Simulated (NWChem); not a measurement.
System: vinylidene fluoride (C2H2F2); SMILES C=C(F)F

The following NWChem deck was run.

```
start job
memory heap 200 mb stack 900 mb global 1100 mb
geometry units angstroms noautoz
  C      0.014897    -1.383744     0.000000
  C      0.000704    -0.060042     0.000000
  F     -1.080642     0.680154     0.000000
  F      1.066012     0.703120     0.000000
  H      0.966391    -1.911793     0.000000
  H     -0.925041    -1.932095     0.000000
end
basis spherical
  * library 3-21g
end
dft
  xc b3lyp
  iterations 150
  mulliken
end
task dft energy
```

Excerpt of the output:

```
             Northwest Computational Chemistry Package (NWChem) 7.3.0
             --------------------------------------------------------

 C2V symmetry detected

                             Geometry "geometry" -> ""
                             -------------------------

 Output coordinates in angstroms (scale by  1.889725989 to convert to a.u.)

  No.       Tag          Charge          X              Y              Z
 ---- ---------------- ---------- -------------- -------------- --------------
    1 C                    6.0000     0.00000000     0.00000000    -1.38203762
    2 C                    6.0000     0.00000000     0.00000000    -0.05825954
    3 F                    9.0000     0.00000000    -1.07338842     0.69346223
    4 F                    9.0000     0.00000000     1.07338842     0.69346223
    5 H                    1.0000     0.00000000     0.94577048    -1.92026864
    6 H                    1.0000     0.00000000    -0.94577048    -1.92026864

 Effective nuclear repulsion energy (a.u.)     118.1080137200

      Symmetry information
      --------------------

 Group name             C2v
 Group number             16
 Group order               4
 No. of unique centers     4

                                 NWChem DFT Module
                                 -----------------

 Summary of "ao basis" -> "ao basis" (spherical)
 ------------------------------------------------------------------------------
       Tag                 Description            Shells   Functions and Types
 ---------------- ------------------------------  ------  ---------------------
 C                           3-21g                   5        9   3s2p
 F                           3-21g                   5        9   3s2p
 H                           3-21g                   2        2   2s

      Symmetry analysis of basis
      --------------------------

        a1         19
        a2          2
        b1          6
        b2         13

            General Information
            -------------------
          SCF calculation type: DFT
          Wavefunction type:  closed shell.
          No. of atoms     :     6
          No. of electrons :    32
           Alpha electrons :    16
            Beta electrons :    16
          Charge           :     0
          Spin multiplicity:     1
          Use of symmetry is: on ; symmetry adaption is: on
          Maximum number of iterations: 150
          AO basis - number of functions:    40
                     number of shells:    24
          Convergence on energy requested:  1.00D-06
          Convergence on density requested:  1.00D-05
          Convergence on gradient requested:  5.00D-04

              XC Information
              --------------
                         B3LYP Method XC Potential
                     Hartree-Fock (Exact) Exchange  0.200
                        Slater Exchange Functional  0.800 local
                    Becke 1988 Exchange Functional  0.720 non-local
              Lee-Yang-Parr Correlation Functional  0.810
                  VWN I RPA Correlation Functional  0.190 local

             Grid Information
             ----------------
          Grid used for XC integration:  medium
          Radial quadrature: Mura-Knowles
          Angular quadrature: Lebedev.
          Tag              B.-S. Rad. Rad. Pts. Rad. Cut. Ang. Pts.
          ---              ---------- --------- --------- ---------
          C                   0.70       49           7.0       434
          F                   0.50       49           8.0       434
          H                   0.35       45           7.0       434
          Grid pruning is: on
          Number of quadrature shells:   192
          Spatial weights used:  Erf1

      Superposition of Atomic Density Guess
      -------------------------------------

 Sum of atomic energies:        -273.63463653

      Non-variational initial energy
      ------------------------------

 Total energy =    -275.147987
 1-e energy   =    -613.534784
 2-e energy   =     220.278783
 HOMO         =      -0.252805
 LUMO         =       0.136363

      Symmetry analysis of molecular orbitals - initial
      -------------------------------------------------

  Numbering of irreducible representations:

     1 a1          2 a2          3 b1          4 b2

  Orbital symmetries:

     1 a1          2 b2          3 a1          4 a1          5 a1
     6 b2          7 a1          8 a1          9 b2         10 a1
    11 b1         12 a2         13 b2         14 a1         15 b2
    16 b1         17 b1         18 a1         19 b2         20 a1
    21 b2         22 a1         23 b1         24 a1         25 b2
    26 b1

     ---------------------------------------------
      Total Density - Mulliken Population Analysis
     ---------------------------------------------

    Atom       Charge   Shell Charges
 -----------   ------   -------------------------------------------------------
    1 C    6     6.95   1.99  0.44  1.71  1.02  1.79
    2 C    6     4.70   1.99  0.41  1.07  0.59  0.65
    3 F    9     9.45   1.99  0.45  2.53  1.52  2.96
    4 F    9     9.45   1.99  0.45  2.53  1.52  2.96
    5 H    1     0.73   0.41  0.32
    6 H    1     0.73   0.41  0.32

   convergence    iter        energy       DeltaE   RMS-Dens  Diis-err
 ---------------- ----- ----------------- --------- --------- ---------
 d= 0,ls=0.0,diis     1   -275.4284729146 -3.94D+02  3.50D-02  1.06D+00
 d= 0,ls=0.0,diis     2   -275.3561362280  7.23D-02  2.04D-02  1.80D+00
 d= 0,ls=0.0,diis     3   -275.5485783165 -1.92D-01  5.76D-03  3.84D-02
 d= 0,ls=0.0,diis     4   -275.5510582655 -2.48D-03  2.73D-03  2.34D-02
 d= 0,ls=0.0,diis     5   -275.5538306344 -2.77D-03  3.27D-04  5.39D-04
  Resetting Diis
 d= 0,ls=0.0,diis     6   -275.5538638146 -3.32D-05  9.76D-05  1.36D-05
 d= 0,ls=0.0,diis     7   -275.5538657048 -1.89D-06  1.47D-05  8.29D-08
 d= 0,ls=0.0,diis     8   -275.5538656980  6.82D-09  7.73D-06  1.94D-07

         Total DFT energy =     -275.553865697993
      One electron energy =     -614.268571451407
           Coulomb energy =      253.033468817974
    Exchange-Corr. energy =      -32.426776784513
 Nuclear repulsion energy =      118.108013719954

 Numeric. integr. density =       32.000003309590

                  Occupations of the irreducible representations
                  ----------------------------------------------

                     irrep           alpha         beta
                     --------     --------     --------
                     a1                8.0          8.0
                     a2                1.0          1.0
                     b1                2.0          2.0
                     b2                5.0          5.0

                       DFT Final Molecular Orbital Analysis
                       ------------------------------------

 Vector   14  Occ=2.000000D+00  E=-4.199658D-01  Symmetry=a1
              MO Center= -9.9D-30, -5.9D-15,  1.5D-01, r^2= 2.3D+00
   Bfn.  Coefficient  Atom+Function         Bfn.  Coefficient  Atom+Function
  ----- ------------  ---------------      ----- ------------  ---------------
    27      0.348306  3 F  pz                36      0.348306  4 F  pz
    23      0.326799  3 F  pz                32      0.326799  4 F  pz
     5      0.258184  1 C  pz                 6      0.247377  1 C  s
     9      0.217961  1 C  pz                14     -0.200918  2 C  pz
    18      0.175344  2 C  pz                38     -0.105053  5 H  s

 Vector   15  Occ=2.000000D+00  E=-3.996923D-01  Symmetry=b2
              MO Center= -1.0D-15,  8.0D-16,  1.6D-01, r^2= 2.5D+00
   Bfn.  Coefficient  Atom+Function         Bfn.  Coefficient  Atom+Function
  ----- ------------  ---------------      ----- ------------  ---------------
    26      0.265638  3 F  py                35      0.265638  4 F  py
    23      0.260949  3 F  pz                27      0.259948  3 F  pz
    32     -0.260949  4 F  pz                36     -0.259948  4 F  pz
    22      0.249190  3 F  py                31      0.249190  4 F  py
     4     -0.194285  1 C  py                 8     -0.144152  1 C  py

 Vector   16  Occ=2.000000D+00  E=-2.595464D-01  Symmetry=b1
              MO Center=  8.4D-16, -1.0D-14, -6.6D-01, r^2= 1.8D+00
   Bfn.  Coefficient  Atom+Function         Bfn.  Coefficient  Atom+Function
  ----- ------------  ---------------      ----- ------------  ---------------
     7      0.430831  1 C  px                 3      0.368790  1 C  px
    12      0.297118  2 C  px                25     -0.230124  3 F  px
    34     -0.230124  4 F  px                21     -0.202055  3 F  px
    30     -0.202055  4 F  px                16      0.187320  2 C  px

 Vector   17  Occ=0.000000D+00  E= 3.104098D-02  Symmetry=b1
              MO Center= -3.4D-17,  2.3D-16, -5.6D-01, r^2= 1.8D+00
   Bfn.  Coefficient  Atom+Function         Bfn.  Coefficient  Atom+Function
  ----- ------------  ---------------      ----- ------------  ---------------
     7      0.622245  1 C  px                16     -0.613276  2 C  px
    12     -0.484510  2 C  px                 3      0.335175  1 C  px
    25      0.218598  3 F  px                34      0.218598  4 F  px
    21      0.172825  3 F  px                30      0.172825  4 F  px

 Vector   18  Occ=0.000000D+00  E= 1.291410D-01  Symmetry=b2
              MO Center= -1.4D-18,  1.1D-14, -1.2D+00, r^2= 3.0D+00
   Bfn.  Coefficient  Atom+Function         Bfn.  Coefficient  Atom+Function
  ----- ------------  ---------------      ----- ------------  ---------------
    38      1.091244  5 H  s                 40     -1.091244  6 H  s
     8     -0.943649  1 C  py                17     -0.374954  2 C  py
    13     -0.349921  2 C  py                24     -0.269658  3 F  s
    33      0.269658  4 F  s                  4     -0.243511  1 C  py
    27      0.209481  3 F  pz                36     -0.209481  4 F  pz

 Vector   19  Occ=0.000000D+00  E= 1.453271D-01  Symmetry=a1
              MO Center= -1.5D-16, -1.4D-14, -1.7D+00, r^2= 3.0D+00
   Bfn.  Coefficient  Atom+Function         Bfn.  Coefficient  Atom+Function
  ----- ------------  ---------------      ----- ------------  ---------------
     6      1.779350  1 C  s                 38     -1.235675  5 H  s
    40     -1.235675  6 H  s                  9     -0.603319  1 C  pz
    15     -0.391836  2 C  s                 24      0.186853  3 F  s
    33      0.186853  4 F  s                  1     -0.157206  1 C  s
     5     -0.140862  1 C  pz                26      0.116152  3 F  py

     ---------------------------------------------
      Total Density - Mulliken Population Analysis
     ---------------------------------------------

    Atom       Charge   Shell Charges
 -----------   ------   -------------------------------------------------------
    1 C    6     6.49   1.98  0.39  1.70  0.96  1.45
    2 C    6     5.40   1.98  0.44  1.60  0.58  0.80
    3 F    9     9.27   1.98  0.45  2.50  1.56  2.78
    4 F    9     9.27   1.98  0.45  2.50  1.56  2.78
    5 H    1     0.78   0.46  0.32
    6 H    1     0.78   0.46  0.32

     -------------------------------------------
      Total Density - Lowdin Population Analysis
     -------------------------------------------

    Atom       Charge   Shell Charges
 -----------   ------   -------------------------------------------------------
    1 C    6     6.35   1.97  0.42  1.62  0.59  1.75
    2 C    6     5.75   1.97  0.44  1.51  0.50  1.33
    3 F    9     9.07   1.98  0.62  2.48  1.16  2.83
    4 F    9     9.07   1.98  0.62  2.48  1.16  2.83
    5 H    1     0.88   0.45  0.43
    6 H    1     0.88   0.45  0.43

     Multipole analysis of the density
     ---------------------------------

     L   x y z        total         alpha         beta         nuclear
     -   - - -        -----         -----         ----         -------
     0   0 0 0     -0.000000    -16.000000    -16.000000     32.000000

     1   1 0 0      0.000000      0.000000      0.000000      0.000000
     1   0 1 0     -0.000000     -0.000000     -0.000000      0.000000
     1   0 0 1     -0.394244     -0.197122     -0.197122     -0.000000

     2   2 0 0    -16.371745     -8.185872     -8.185872      0.000000
     2   1 1 0      0.000000      0.000000      0.000000      0.000000
     2   1 0 1      0.000000      0.000000      0.000000      0.000000
     2   0 2 0    -16.124552    -48.286552    -48.286552     80.448552
     2   0 1 1      0.000000      0.000000      0.000000     -0.000000
     2   0 0 2    -15.320319    -56.782674    -56.782674     98.245028
```

Level: B3LYP/3-21G. The geometry was optimised at PBE0/def2-SVP.
